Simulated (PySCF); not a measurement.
Atoms are numbered as in `[N:1]#[C:2][CH2:3][c:4]1[cH:5][cH:6][cH:7][c:8]([F:9])[cH:10]1`. Each H is labelled by its parent atom.

Geometry: PBE0-D3(BJ)/def2-SVP; GIAO shifts from PySCF 2.14.0 with density-fitted response routines, gas phase, non-relativistic, averaged over equivalent atoms.

At B97-2/pcSseg-1 (200 basis functions, 28 s wall time on 1 thread of an Arm Neoverse V1, shared host):
```json
{"atoms": "N1", "δ (ppm)": "297.8"}
{"atoms": "C8", "δ (ppm)": "167.6"}
{"atoms": "C4", "δ (ppm)": "135.8"}
{"atoms": "C6", "δ (ppm)": "133.5"}
{"atoms": "C5", "δ (ppm)": "127.1"}
{"atoms": "C10", "δ (ppm)": "119.2"}
{"atoms": "C2", "δ (ppm)": "118.8"}
{"atoms": "C7", "δ (ppm)": "118.1"}
{"atoms": "C3", "δ (ppm)": "24.9"}
{"atoms": "F9", "δ (ppm)": "-108.4"}
{"atoms": "H(C6)", "δ (ppm)": "7.47"}
{"atoms": "H(C5)", "δ (ppm)": "7.12"}
{"atoms": "H(C7)", "δ (ppm)": "7.12"}
{"atoms": "H(C10)", "δ (ppm)": "7.01"}
{"atoms": "H(C3)", "δ (ppm)": "3.25"}
```

Scale: ¹⁵N (262.91 ppm) vs NH3; ¹³C (183.69 ppm), ¹H (31.38 ppm) against TMS; ¹⁹F (178.12 ppm) vs CFCl3 (reference shieldings calculated alike).

**Question.** Predict the values at PBE0/pcSseg-1 on the same geometry.

**Answer.** 
```tsv
atoms	δ at PBE0/pcSseg-1	change
N1	307.5	+9.7
C8	170.8	+3.2
C4	138.9	+3.1
C6	136.7	+3.2
C5	130.1	+3.0
C10	122.0	+2.8
C2	121.7	+2.9
C7	120.9	+2.8
C3	24.9	+0.0
F9	-108.1	+0.3
H(C6)	7.54	+0.07
H(C5)	7.20	+0.08
H(C7)	7.19	+0.07
H(C10)	7.08	+0.07
H(C3)	3.26	+0.01
```

Chemical shifts δ = σref − σ; ¹⁵N (σ = 265.67 ppm) against NH3; TMS for ¹³C (σ = 184.41 ppm) and ¹H (σ = 31.27 ppm); CFCl3 for ¹⁹F (σ = 177.25 ppm), all at this level.

The largest change is at N1 (nitrile nitrogen). Cost: 200 basis functions, 30 s wall time on 1 thread of an Arm Neoverse V1, shared host. The order of the carbon signals is the same at both levels.

Unscaled 19F shifts against computed CFCl3 carry errors that often reach 10 to 50 ppm. Experimental scales use liquid or dissolved standards, which lie at an offset from isolated NH3 (liquid NH3: subtract about 20 ppm). Unscaled 15N shifts of sp2 nitrogen come out 20 to 40 ppm too high even then.
